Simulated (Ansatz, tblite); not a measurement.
Removing an electron: SiEt2(OtBu)2 (C12H28O2Si). Charge 0, multiplicity 1. Geometry: r2SCAN-D4/def2-SVP. Ansatz, gas phase; energy differences of separate SCF runs; the oxidised species was run as a doublet alone.

```xyz
43

Si   -0.2921   -0.1191   -0.5932
C     0.2984   -0.7153   -2.2730
C    -0.1921    0.1206   -3.4617
H     0.0226   -1.7783   -2.4100
H     1.4037   -0.6945   -2.2308
H     0.2791   -0.1956   -4.4067
H    -1.2825    0.0341   -3.5986
H     0.0376    1.1878   -3.3109
C    -2.1600   -0.2469   -0.3636
C    -2.9841    0.8542   -1.0406
H    -2.3473   -0.2424    0.7267
H    -2.4931   -1.2430   -0.7116
H    -4.0580    0.7650   -0.8070
H    -2.6524    1.8550   -0.7204
H    -2.8852    0.8251   -2.1377
O     0.1806    1.4734   -0.5305
C     0.4738    2.3541    0.5621
C     1.9202    2.1078    0.9948
C     0.3022    3.7679    0.0125
C    -0.4856    2.1078    1.7288
H     2.2148    2.7949    1.8043
H     2.0319    1.0712    1.3464
H     2.5983    2.2611    0.1407
H     0.9636    3.9168   -0.8548
H     0.5463    4.5224    0.7767
H    -0.7364    3.9249   -0.3183
H    -0.3700    1.0813    2.1111
H    -1.5303    2.2539    1.4106
H    -0.2798    2.8076    2.5543
O     0.4844   -0.9021    0.6663
C     0.7392   -2.2673    1.0019
C     1.9752   -2.7428    0.2335
C     1.0070   -2.2829    2.5069
C    -0.4735   -3.1412    0.6691
H     2.2558   -3.7661    0.5303
H     1.7872   -2.7403   -0.8520
H     2.8257   -2.0730    0.4377
H     1.8584   -1.6257    2.7445
H     1.2380   -3.3002    2.8597
H     0.1244   -1.9121    3.0520
H    -0.6806   -3.1336   -0.4144
H    -1.3695   -2.7781    1.1975
H    -0.2960   -4.1865    0.9675
```

The xTB rows come from tblite. Single mean-field runs in def2-TZVP are fitted with def2-universal-jkfit.

Problem. Estimate orbital energies and vertical ionisation energies at: GFN1-xTB; GFN2-xTB; PBE-D4/def2-TZVP; revPBE-D4/def2-TZVP; PBE0-D4/def2-TZVP.

Solution. 
```tsv
level	−HOMO (eV)	vertical IE (eV)	−LUMO (eV)	HOMO–LUMO gap (eV)
GFN1-xTB	10.81	13.21	4.01	6.80
GFN2-xTB	9.91	12.31	3.38	6.53
PBE-D4/def2-TZVP	5.78	8.08	0.00	5.78
revPBE-D4/def2-TZVP	5.71	8.14	-0.14	5.85
PBE0-D4/def2-TZVP	7.12	8.64	-0.78	7.90
```

 Raw xTB energy differences between charge states are shifted by several eV; the methods need an empirical correction for them.
